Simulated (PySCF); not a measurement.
C2H5Se, SMILES CC[Se], multiplicity 2.

Geometry optimised at B3LYP-D3(BJ)/def2-SVP. The isomer is the one that the SMILES or the coordinates give; other isomers of the formula were not compared.

Computed with ωB97X/def2-TZVPD run with PySCF.

Estimate the frontier levels, dipole moment and polarisability. (Estimate from the structure and the level; the computed values follow.)


```json
{
 "α spin, highest occupied and lowest empty level": "-8.99 and 1.63 eV",
 "β spin, highest occupied and lowest empty level": "-8.64 and -1.88 eV",
 "dipole_moment": "1.69 D",
 "quadrupole, principal values (traceless, Buckingham form, about the centre of nuclear charge)": "-3.27, 1.54, 1.73 D·Å",
 "mean_static_polarisability": "54.7 bohr³ (8.10 Å³)",
 "polarisability_principal_values": "45.3, 52.0, 66.7 bohr³",
 "⟨S²⟩": "0.754 (pure state 0.75)"
}
```
